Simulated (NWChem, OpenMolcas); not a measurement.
# How methods differ on SnS (SMILES [S][Sn])

The species is SnS (2 atoms), meant as a singlet with charge 0. SMILES: `[S][Sn]`. Geometry: the measured bond length.

```tsv
atom	x (Å)	y (Å)	z (Å)
S	0.0000	0.0000	0.0000
Sn	0.0000	0.0000	2.2090
```

Each level gives the dipole moment (D). The values are calculated.

```
                               level                    kind     program  value (D)  CPU time
       HF/def2-TZVP (core potential)            Hartree–Fock  OpenMolcas       4.18     7.5 s
    SVWN5/def2-TZVP (core potential)                     LDA  OpenMolcas       3.01      13 s
      PBE/def2-TZVP (core potential)                     GGA      NWChem       3.10      24 s
   revPBE/def2-TZVP (core potential)                     GGA  OpenMolcas       3.13      17 s
    M06-L/def2-TZVP (core potential)                meta-GGA  OpenMolcas       3.44      21 s
   r2SCAN/def2-TZVP (core potential)                meta-GGA      NWChem       3.23      29 s
    B3LYP/def2-TZVP (core potential)           global hybrid  OpenMolcas       3.36      20 s
CAM-B3LYP/def2-TZVP (core potential)  range-separated hybrid      NWChem       3.60      69 s
```

The values span 3.01 to 4.18 D. Times are those of the runs behind each value, whatever else they computed, on shared processors of several kinds: orders of magnitude only.
